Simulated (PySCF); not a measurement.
Species: C2H6FNSi (charge -1 and doublet state).
Structure used (GFN2-xTB), in Å, numbered top down from 1:
```
atom  x, y, z in Å
C1     2.1275   -0.4154    0.4874
C2     0.7345   -0.5333    0.6007
Si3   -0.5084    0.6559    0.0221
N4    -2.1630    0.0275    0.0980
F5    -0.3148    1.0129   -1.5948
H6     2.5677    0.2529   -0.2378
H7     2.7930   -1.1432    0.9339
H8     0.4075   -1.2360    1.3733
H9    -0.7927    2.0891    0.4113
H10   -2.2110   -0.9770    0.0026
H11   -2.6348    0.2694    0.9573
```

The hyperfine couplings belong to this conformer and change with its torsions.

The species is `[CH2-][CH][Si@H](N)F` [radical] (charge -1).

The calculation used UKS B3LYP, pcH-1 on C F H N Si, non-relativistic, mean-field spin-orbit, GIAO in PySCF 2.14.0. Whether the extra electron is bound in the gas phase wasn't checked; a finite basis holds it in any case. A GFN2-xTB geometry isn't a minimum of the functional, and hyperfine couplings can be far from their values at a DFT geometry, by a factor of two or more for some ions and for spin on atoms past the first row. The frame is twisted about the C1–C2 bond at this geometry (dihedral H7–C1–C2–H8 = 15°); couplings at other torsion angles weren't computed. The SCF solution wasn't tested for stability.

Give the principal g shifts and their parts.

| Δg (ppm) | 1 | 2 | 3 |
| --- | --- | --- | --- |
| relativistic mass correction | -128 | -128 | -128 |
| gauge correction | 7 | 29 | 13 |
| orbital Zeeman/spin–orbit | -167 | 361 | 587 |
| total | -287 | 261 | 471 |

So g = 2.00203, 2.00258, 2.00279 and g_iso = 2.00247; the tensor is rhombic: the two nearest values differ by 28 % of g3 − g1. Axes: g3 points within 14° of the C1–H6 bond.

At 93.645 GHz, how far is the centre of the isotropic spectrum from where a free electron (g = 2.002319) resonates?

B = hν/(g μB) with μB/h = 13.99624 MHz/mT gives 3341.49 mT for the free electron and 3341.24 mT at g_iso, 0.25 mT lower.

Average each term over the three axes. Which is largest in size?

The orbital-Zeeman/spin–orbit term 260, the mass correction -128 and the gauge correction 16 ppm, for a total of 148 ppm. The orbital-Zeeman/spin–orbit term is the largest in size. The mass correction is the same along every axis, so the anisotropy comes from the other two: their spans along these axes are 21 (gauge) and 753 ppm (orbital Zeeman/spin–orbit).

In a frozen sample, at which fields do the three g values resonate at 9.5, 34, 94 and 263 GHz (hyperfine left aside), and which band first spreads them over more than twice a line width of 0.3 mT?

| band | GHz | B(g3) mT | B(g2) mT | B(g1) mT | spread mT |
| --- | --- | --- | --- | --- | --- |
| X | 9.5 | 338.90 | 338.94 | 339.03 | 0.13 |
| Q | 34.0 | 1212.92 | 1213.05 | 1213.38 | 0.46 |
| W | 94.0 | 3353.36 | 3353.72 | 3354.64 | 1.27 |
| J | 263.0 | 9382.29 | 9383.27 | 9385.84 | 3.56 |

The spread grows in proportion to the frequency. W band is the first where it exceeds 0.6 mT.

The Mulliken spin populations are largest on C1 (+0.65), Si3 (+0.18) and C2 (+0.18). Three atoms exceed +0.15. The angles at C1 add up to 358.4°, so it is nearly planar; its axial dipolar tensor and the negative couplings of its protons fit spin in a p orbital normal to that plane.

The HOMO–LUMO gaps are 2.77 eV among the α and 5.92 eV among the β orbitals.

The SMILES draws the unpaired electron on C2; the largest computed Mulliken spin population is on C1 (0.65 against 0.18).
